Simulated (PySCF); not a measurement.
## A small calculation by hand: oscillator strength and radiative lifetime

Ga(Cl)(Me)(OH) (CH4ClGaO), SMILES [Ga]([CH3])([OH])[Cl].

The structure is a stationary point at TPSSh-D3(BJ)/def2-SVP. The structure was generated by enumeration; whether it is a known compound was not checked. Other conformers were not sampled.

TDA-PBE/def2-SVPD run with PySCF puts the first singlet state with f over 0.02 at 5.89 eV (vertical), with the transition dipole (0.173, -0.414, 0.335) in atomic units.

Problem. Find the oscillator strength, the wavelength and the radiative lifetime that this transition would have in vacuum if emission retraced absorption.

Solution. 
|μ|² = 0.3135 au, so |μ| = 1.42 D. ΔE = 5.89/27.211 = 0.2165 hartree. f = (2/3) ΔE |μ|² = 0.045 (the program prints 0.045).
λ = 1239.84/5.89 = 210 nm; ν = 47506 cm⁻¹.
Einstein's coefficient A = 0.6670 ν² f s⁻¹ (ν in cm⁻¹) = 6.8e7 s⁻¹, so τ = 1/A = 15 ns. This state is S2; the lower singlet has f = 0.002. The figure is the radiative limit of this one transition; relaxation, internal conversion, crossing to triplets and a medium change what is measured.
